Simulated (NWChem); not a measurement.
All runs are NWChem calculations. System: O₃W, charge 0, spin multiplicity 1, optimised in this run. The structure started from a generated list of species.

Job file:

```
start mol
memory heap 200 mb stack 900 mb global 1100 mb
geometry units angstroms
  W      0.000000     0.000000    -0.000009
  O      0.000000     0.000000     1.731414
  O      0.000000     1.499427    -0.865665
  O      0.000000    -1.499427    -0.865665
  symmetry group C2v
end
basis spherical
  * library def2-svp
end
ecp
  W library def2-ecp
end
dft
  xc xpbe96 cpbe96
  semidirect memsize 60000000 filesize 0
  iterations 100
  grid fine
  convergence energy 1e-8
end
driver
  maxiter 80
end
task dft optimize
task dft freq numerical
```

The output up to the point where the run's verdict is printed (cleaned and shortened):

```
             Northwest Computational Chemistry Package (NWChem) 7.3.0
             --------------------------------------------------------

                                NWChem Input Module
                                -------------------

 Scaling coordinates for geometry "geometry" by  1.889725989
 (inverse scale =  0.529177249)

 Turning off AUTOSYM since
 SYMMETRY directive was detected!

          ------
          auto-z
          ------
  Looking for out-of-plane bends

                             Geometry "geometry" -> ""
                             -------------------------

 Output coordinates in angstroms (scale by  1.889725989 to convert to a.u.)

  No.       Tag          Charge          X              Y              Z
 ---- ---------------- ---------- -------------- -------------- --------------
    1 W                   74.0000     0.00000000     0.00000000    -0.00000906
    2 O                    8.0000     0.00000000     0.00000000     1.73141394
    3 O                    8.0000     0.00000000     1.49942700    -0.86566506
    4 O                    8.0000     0.00000000    -1.49942700    -0.86566506

 Effective nuclear repulsion energy (a.u.)     576.6928012261

            Nuclear Dipole moment (a.u.)
            ----------------------------
        X                 Y               Z
 ---------------- ---------------- ----------------
     0.0000000000     0.0000000000     0.0000000000

      Symmetry information
      --------------------

 Group name             C2v
 Group number             16
 Group order               4
 No. of unique centers     3

      Symmetry unique atoms

     1    2    3


 Summary of "ao basis" -> "" (spherical)
 ------------------------------------------------------------------------------
       Tag                 Description            Shells   Functions and Types
 ---------------- ------------------------------  ------  ---------------------
 *                          def2-svp                  on all atoms

                           NWChem Geometry Optimization
                           ----------------------------
[...]
 d= 0,ls=0.5,diis    52   -292.4095964321 -6.34D-02  1.73D-03  3.00D-01    94.0
 d= 0,ls=0.5,diis    53   -292.4333479756 -2.38D-02  1.06D-03  1.02D-01    94.8
 d= 0,ls=0.5,diis    54   -292.4418281597 -8.48D-03  7.68D-04  3.77D-02    95.4
 d= 0,ls=0.5,diis    55   -292.4453247798 -3.50D-03  5.28D-04  1.29D-02    95.9
 d= 0,ls=0.5,diis    56   -292.4465856878 -1.26D-03  3.73D-04  4.73D-03    96.5
 d= 0,ls=0.5,diis    57   -292.4470451055 -4.59D-04  2.69D-04  2.20D-03    97.1
 d= 0,ls=0.5,diis    58   -292.4472215430 -1.76D-04  1.99D-04  1.45D-03    97.7
 d= 0,ls=0.5,diis    59   -292.4473217546 -1.00D-04  1.54D-04  1.02D-03    98.2
 d= 0,ls=0.5,diis    60   -292.4473901304 -6.84D-05  1.25D-04  6.82D-04    98.8
 d= 0,ls=0.5,diis    61   -292.4474364009 -4.63D-05  1.02D-04  4.36D-04    99.4
 d= 0,ls=0.5,diis    62   -292.4474694840 -3.31D-05  8.49D-05  2.57D-04    99.9
 d= 0,ls=0.5,diis    63   -292.4474909717 -2.15D-05  7.08D-05  1.46D-04   100.4
 d= 0,ls=0.5,diis    64   -292.4475040835 -1.31D-05  5.91D-05  8.66D-05   101.0
 d= 0,ls=0.5,diis    65   -292.4475126006 -8.52D-06  5.05D-05  5.18D-05   101.5
 d= 0,ls=0.5,diis    66   -292.4475180329 -5.43D-06  4.25D-05  3.18D-05   102.0
 d= 0,ls=0.5,diis    67   -292.4475213469 -3.31D-06  3.58D-05  2.29D-05   102.6
 d= 0,ls=0.5,diis    68   -292.4475237674 -2.42D-06  3.07D-05  1.67D-05   103.2
 d= 0,ls=0.5,diis    69   -292.4475255641 -1.80D-06  2.66D-05  1.22D-05   103.7
 d= 0,ls=0.5,diis    70   -292.4475269197 -1.36D-06  2.36D-05  9.11D-06   104.3
 d= 0,ls=0.5,diis    71   -292.4475280146 -1.09D-06  2.13D-05  6.59D-06   105.3
 d= 0,ls=0.5,diis    72   -292.4475289343 -9.20D-07  1.93D-05  4.31D-06   106.3
 d= 0,ls=0.5,diis    73   -292.4475296618 -7.28D-07  1.77D-05  2.82D-06   107.3
 d= 0,ls=0.5,diis    74   -292.4475302608 -5.99D-07  1.64D-05  1.78D-06   108.3
 d= 0,ls=0.5,diis    75   -292.4475307299 -4.69D-07  1.53D-05  1.33D-06   109.3
 d= 0,ls=0.5,diis    76   -292.4475311331 -4.03D-07  1.44D-05  1.02D-06   110.5
 d= 0,ls=0.5,diis    77   -292.4475314639 -3.31D-07  1.35D-05  9.78D-07   111.8
 d= 0,ls=0.5,diis    78   -292.4475317624 -2.98D-07  1.27D-05  9.27D-07   112.9
 d= 0,ls=0.5,diis    79   -292.4475320399 -2.77D-07  1.22D-05  8.18D-07   114.1
 d= 0,ls=0.5,diis    80   -292.4475323066 -2.67D-07  1.17D-05  6.29D-07   115.6
 d= 0,ls=0.5,diis    81   -292.4475325422 -2.36D-07  1.13D-05  5.61D-07   116.8
 d= 0,ls=0.5,diis    82   -292.4475327557 -2.14D-07  1.08D-05  5.41D-07   117.5
 d= 0,ls=0.5,diis    83   -292.4475329574 -2.02D-07  1.04D-05  4.73D-07   118.3
 d= 0,ls=0.5,diis    84   -292.4475331432 -1.86D-07  9.96D-06  4.25D-07   119.1
 d= 0,ls=0.5,diis    85   -292.4475333151 -1.72D-07  9.78D-06  3.84D-07   120.6
 d= 0,ls=0.5,diis    86   -292.4475334785 -1.63D-07  9.40D-06  3.33D-07   121.6
 d= 0,ls=0.5,diis    87   -292.4475336300 -1.52D-07  9.06D-06  3.16D-07   122.3
 d= 0,ls=0.5,diis    88   -292.4475337628 -1.33D-07  8.68D-06  3.57D-07   123.1
 d= 0,ls=0.5,diis    89   -292.4475338835 -1.21D-07  8.32D-06  4.09D-07   123.8
 d= 0,ls=0.5,diis    90   -292.4475339992 -1.16D-07  8.03D-06  4.26D-07   124.6
 d= 0,ls=0.5,diis    91   -292.4475341135 -1.14D-07  7.79D-06  3.89D-07   125.3
 d= 0,ls=0.5,diis    92   -292.4475342200 -1.07D-07  7.50D-06  3.64D-07   126.1
 d= 0,ls=0.5,diis    93   -292.4475343235 -1.04D-07  7.27D-06  3.04D-07   126.8
 d= 0,ls=0.5,diis    94   -292.4475344165 -9.29D-08  7.01D-06  2.87D-07   127.6
 d= 0,ls=0.5,diis    95   -292.4475345005 -8.41D-08  6.87D-06  2.97D-07   128.3
 d= 0,ls=0.5,diis    96   -292.4475345925 -9.20D-08  6.65D-06  1.82D-07   129.1
 d= 0,ls=0.5,diis    97   -292.4475346705 -7.80D-08  6.43D-06  1.66D-07   129.9
 d= 0,ls=0.5,diis    98   -292.4475347427 -7.22D-08  6.23D-06  1.59D-07   130.7
 d= 0,ls=0.5,diis    99   -292.4475348046 -6.20D-08  6.06D-06  2.01D-07   131.4
 d= 0,ls=0.5,diis   100   -292.4475348684 -6.37D-08  5.82D-06  1.78D-07   132.2
```

Convergence was not reached. The next line reads: Calculation failed to converge. NWChem stopped with the message: stpr_gen_hess_at: energy+grad failed 25.
